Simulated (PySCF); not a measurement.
Choosing a molecule for a target property.

All species are isolated and taken at one optimised geometry, non-relativistic unless stated. Electronic properties by PySCF.

The conformers computed, where there is a choice (atom-mapped SMILES and torsion angles):
- `[CH2:1]=[CH:2][C@@H:3]([CH3:4])[SiH2:5][SiH2:6][PH:7]`: C1–C2–C3–C4 140°, C2–C3–Si5–Si6 58°, C3–Si5–Si6–P7 45°, H–P7–Si6–Si5 79°
- `[CH3:1][O:2][C@@H:3]([CH3:4])[CH:5][F:6]`: C1–O2–C3–C4 169°, O2–C3–C5–F6 106°
- `[CH2:1][C:2]#[C:3][C:4](=[O:5])[O:6][C:7]([F:8])([F:9])[F:10]`: C3–C4–O6–C7 180°, C4–O6–C7–F8 61°
- `[CH2:1][CH2:2][C:3](=[S:4])[N:5]([CH3:6])[CH3:7]`: C1–C2–C3–S4 99°, C2–C3–N5–C6 172°

Question: Wanted: isotropic g value below 2.01 (unrestricted B3LYP/pcH-1, mean-field spin–orbit) and smallest rotational constant above 1.6 GHz (GFN2-xTB), at GFN2-xTB geometries. Which candidate meets both?
A. `[CH2]C#CC(=O)OC(F)(F)F` [radical]
B. `C=C[C@@H](C)[SiH2][SiH2][PH]` [radical]
C. `CO[C@@H](C)[CH]F` [radical]
D. `[CH2]CC(=S)N(C)C` [radical]

Answer: C. Computed values:
```
                               species  isotropic g value  smallest rotational constant
      [CH2]C#CC(=O)OC(F)(F)F [radical]            2.00340                     0.604 GHz
            CO[C@@H](C)[CH]F [radical]            2.00367                     1.894 GHz
            [CH2]CC(=S)N(C)C [radical]            2.00433                     1.305 GHz
C=C[C@@H](C)[SiH2][SiH2][PH] [radical]            2.01193                     0.752 GHz
```
